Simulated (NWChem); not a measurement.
All runs are NWChem calculations. System: C₂H₈Si₂, charge 1, spin multiplicity 2, at the geometry of a parent with another charge or spin, in a state set for the comparison that need not be this species' ground state. Its SCF solution wasn't tested for a lower state. Level: UMP2/def2-TZVP, 12 core orbitals frozen.

The NWChem input:

```
start mol
memory heap 200 mb stack 900 mb global 1100 mb
charge 1
geometry units angstroms nocenter noautoz
  C      0.000000    -1.358869     0.159130
  Si     1.315123     0.000000    -0.075806
  C      0.000000     1.358869     0.159130
  Si    -1.315123     0.000000    -0.075806
  H      0.000000    -1.745418     1.192165
  H      0.000000    -2.214938    -0.530236
  H      2.446314     0.000000     0.905222
  H      1.881358     0.000000    -1.460650
  H      0.000000     1.745418     1.192165
  H      0.000000     2.214938    -0.530236
  H     -2.446314     0.000000     0.905222
  H     -1.881358     0.000000    -1.460650
  symmetry group C2v
end
basis spherical
  * library def2-tzvp
end
scf
  uhf
  nopen 1
  maxiter 100
  thresh 1e-7
  semidirect memsize 60000000 filesize 0
  # guess.movecs holds the orbitals of an unrestricted PBE0 run
  vectors input guess.movecs output mol.movecs
end
mp2
  freeze core 12
end
task mp2 energy
```

NWChem printed:

```
             Northwest Computational Chemistry Package (NWChem) 7.3.0
             --------------------------------------------------------

                                NWChem Input Module
                                -------------------

 Scaling coordinates for geometry "geometry" by  1.889725989
 (inverse scale =  0.529177249)

 Turning off AUTOSYM since
 SYMMETRY directive was detected!

                             Geometry "geometry" -> ""
                             -------------------------

 Output coordinates in angstroms (scale by  1.889725989 to convert to a.u.)

  No.       Tag          Charge          X              Y              Z
 ---- ---------------- ---------- -------------- -------------- --------------
    1 C                    6.0000     0.00000000    -1.35886900     0.15913000
    2 Si                  14.0000     1.31512300     0.00000000    -0.07580600
    3 C                    6.0000     0.00000000     1.35886900     0.15913000
    4 Si                  14.0000    -1.31512300     0.00000000    -0.07580600
    5 H                    1.0000     0.00000000    -1.74541800     1.19216500
    6 H                    1.0000     0.00000000    -2.21493800    -0.53023600
    7 H                    1.0000     2.44631400     0.00000000     0.90522200
    8 H                    1.0000     1.88135800     0.00000000    -1.46065000
    9 H                    1.0000     0.00000000     1.74541800     1.19216500
   10 H                    1.0000     0.00000000     2.21493800    -0.53023600
   11 H                    1.0000    -2.44631400     0.00000000     0.90522200
   12 H                    1.0000    -1.88135800     0.00000000    -1.46065000

 Effective nuclear repulsion energy (a.u.)     219.3280275113

            Nuclear Dipole moment (a.u.)
            ----------------------------
        X                 Y               Z
 ---------------- ---------------- ----------------
     0.0000000000     0.0000000000    -0.0000113384

      Symmetry information
      --------------------

 Group name             C2v
 Group number             16
 Group order               4
[...]
  AO/Fock/Back tols     =   1.0D-09  1.0D-09  1.0D-09

 GA uses MA = F    GA memory limited = T

 Available:
  local mem=  1.26D+08
 global mem=  1.44D+08
 local disk=  0.00D+00
  mp2_memr nvloc                   160
  nvloc new                   160
   1 passes of  12:        6291456                     165027                 108533651.
   1 passes of  12: M    126006443           G      144111488           F     119714987.

 Semi-direct pass number   1 of   1  for UHF alpha       at       21.6s
  vrange nnbf                 16617
  mp2_eaftype                   414  avail_ma_in_mb                  1098
 EAF : mp2_eaftype filesize         414   54266825.
  mp2_eaf for mointskh                    414
Node 0 wrote    255.2 Mb in      0.1 s     Agg I/O rate:  1978.2 Mb/s
 Done moints_semi at       73.0s
  mp2_eaftype                   414  avail_ma_in_mb                   684
 EAF : mp2_eaftype filesize         414   54266825.
  mp2_eaf for kh                   414
 Done maket at       74.5s
 Done multipass loop at       74.5s

 GA uses MA = F    GA memory limited = T

 Available:
  local mem=  1.26D+08
 global mem=  1.44D+08
 local disk=  0.00D+00
  mp2_memr nvloc                   161
  nvloc new                   161
   1 passes of  11:        6291456                     157580                 100115479.
   1 passes of  11: M    126006443           G      144111488           F     119714987.

 Semi-direct pass number   1 of   1  for UHF beta        at       74.7s
  vrange nnbf                 16617
  mp2_eaftype                   381  avail_ma_in_mb                  1098
 EAF : mp2_eaftype filesize         381   50057739.
  mp2_eaf for mointskh                    381
Node 0 wrote    235.4 Mb in      0.1 s     Agg I/O rate:  1956.5 Mb/s
 Done moints_semi at      128.2s
  mp2_eaftype                   381  avail_ma_in_mb                   717
 EAF : mp2_eaftype filesize         381   50057739.
  mp2_eaf for kh                   381
 Done maket at      129.5s
 Done multipass loop at      129.5s

          -------------------------------------------
          SCF energy                -657.958539203163
          Correlation energy          -0.555495820172
          Singlet pairs                0.000000000000
          Triplet pairs                0.000000000000
          Total MP2 energy          -658.514035023335
          -------------------------------------------

          ---------------------------------------------------
                    Spin Component Scaled (SCS) MP2
          Same spin pairs                     -0.117884565263
          Same spin scaling factor             0.333333333333
          Opposite spin pairs                 -0.437611254909
          Opposite spin scaling fact.          1.200000000000
          SCS-MP2 correlation energy          -0.564428360979
          Total SCS-MP2 energy              -658.522967564142
          ---------------------------------------------------

 -----------------------
 Performance information
 -----------------------

 Timer overhead =  1.84D-07 seconds/call

               Nr. of calls         CPU time (s)                 Wall time (s)                GFlops
             ---------------    -------------------     ------------------------------   -------------------
Name         Min   Avg   Max    Min     Avg     Max     Min     Avg     Max   Mx/calls   Min     Max     Sum
mp2: moin     2     2     2   1.05E+2 1.05E+2 1.05E+2  1.05E+2 1.05E+2 1.05E+2  52.      0.0     0.0     0.0
mp2: make     2     2     2    2.7     2.7     2.7      2.7     2.7     2.7     1.4      0.0     0.0     0.0
mp2: tota     1     1     1   1.08E+2 1.08E+2 1.08E+2  1.08E+2 1.08E+2 1.08E+2 1.08E+2   0.0     0.0     0.0

 The average no. of pstat calls per process was 5.00D+00
 with a timing overhead of 9.20D-07s

 Task  times  cpu:      129.4s     wall:      129.4s

 Total times  cpu:      129.5s     wall:      129.5s
```
